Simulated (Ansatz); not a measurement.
Input file for Ansatz (an electronic-structure program): R-CCSD(T)/def2-SVP on H4InNO (SMILES [NH2][InH][OH]), a point of a torsion scan. Elements past Kr take the def2 small-core potentials; no spin–orbit coupling. The run froze 11 orbitals, filled d shells among them.

Ansatz 0.2 input:
```yaml
crystal:
  periodic: [false, false, false]
  atoms:
    - {symbol: N, position_ang: [1.47150982, -0.60671321, -0.08582215]}
    - {symbol: In, position_ang: [-0.30844775, 0.41555016, -0.06376759]}
    - {symbol: O, position_ang: [-1.83491576, -0.75655444, 0.15280233]}
    - {symbol: H, position_ang: [1.83071235, -0.68722879, 0.86309970]}
    - {symbol: H, position_ang: [2.18408615, -0.09287278, -0.60079947]}
    - {symbol: H, position_ang: [-0.63245408, 2.08372337, -0.29825963]}
    - {symbol: H, position_ang: [-2.71626421, -0.38751618, 0.17937095]}
basis:
  gaussian:
    orbitals: def2-SVP
magnetization: {spin_polarized: false}
correlation: {method: ccsd_t, electrons: outside_noble_gas}
scf: {lower_state_search: off}
```

Output:

```
WARN ansatz: RAYON_NUM_THREADS=1 ignored (pool sized by the plan → 1); use --threads N
Functional definition: HF
these checks for a lower state are left out or cut short: stability, starts, cluster_reference, orbital_swaps, neighbouring_geometries, increment
integrals: 0.06 GiB planned
819 factors; integrals over basis functions are off by at most 8.3e-4 eV
mean field: 0.15 GiB planned
mean field evaluation 1: about -8722.3591 eV, gradient 4.9e1 eV
mean field evaluation 2: about -8722.3776 eV, gradient 4.9e1 eV
mean field evaluation 4: about -8727.4374 eV, gradient 2.6e0 eV
mean field evaluation 8: about -8727.4679 eV, gradient 3.7e-4 eV
mean field -8727.46785319 eV, -320.7285279147 hartree, gradient 1.8e-6 eV, S^2 0.000000; 0 other end points of the search recorded, 0 dependent functions left out
11 core orbitals not correlated, not the lowest: weight in the atoms' cores, before any rotation towards them, 0.708 or more for the frozen orbitals, at most 0.288 for the correlated occupied ones
reference -8727.46785319 eV, -320.7285279147 hartree; 9, 9 occupied and 54, 54 virtual orbitals, 819 factors
second order -11.72328769 eV of doubles, -0.00000000 eV of singles
coupled cluster: 0.16 GiB planned
cycle   1  -11.92135283 eV  change   -2.0e-1 eV  update   9.3e-2
cycle   2  -12.22428564 eV  change   -3.0e-1 eV  update   3.0e-2
cycle   3  -12.33563698 eV  change   -1.1e-1 eV  update   1.9e-2
cycle   4  -12.33373396 eV  change    1.9e-3 eV  update   5.6e-3
cycle   5  -12.32996266 eV  change    3.8e-3 eV  update   2.6e-3
cycle   6  -12.33042841 eV  change   -4.7e-4 eV  update   9.3e-4
cycle   7  -12.33012958 eV  change    3.0e-4 eV  update   3.0e-4
cycle   8  -12.33002973 eV  change    1.0e-4 eV  update   1.1e-4
cycle   9  -12.33005211 eV  change   -2.2e-5 eV  update   4.6e-5
cycle  10  -12.33005568 eV  change   -3.6e-6 eV  update   1.8e-5
perturbative correction -0.28853905 eV, -0.0106036146 hartree
Total energy: -8740.08644793 eV, -321.1922527180 hartree
Checks for a lower state left out: stability, starts, cluster_reference, orbital_swaps, neighbouring_geometries, increment
```

Self-consistency was reached.

Cost: very roughly 4 core-seconds.
